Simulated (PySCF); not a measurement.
H4MgSi, SMILES [MgH][SiH3], PBE0/def2-SVP optimised geometry.

```
6

Mg    -0.92     0.81     0.00
H     -1.59     2.38     0.00
Si     0.09    -1.57     0.00
H      1.59    -1.57     0.00
H     -0.32    -2.38    -1.20
H     -0.32    -2.38     1.20
```

Density from PySCF with PBE0/def2-TZVP at that geometry.

Minimum of the electron density along straight lines between bonded atoms, close to the bond critical point (lines longer than 1.1 times the sum of covalent radii, or with two minima, are not listed):

| bond | length / Å | ρ at the minimum / e bohr⁻³ | ∇²ρ there / e bohr⁻⁵ | position (fraction from the first atom) |
|---|---|---|---|---|
| Mg1–H2 | 1.705 | 0.055 | 0.22 | 0.51 |
| Mg1–Si3 | 2.588 | 0.040 | 0.08 | 0.37 |
| Si3–H4 | 1.504 | 0.114 | 0.16 | 0.49 |
| Si3–H5 | 1.504 | 0.114 | 0.16 | 0.49 |
| Si3–H6 | 1.504 | 0.114 | 0.16 | 0.49 |
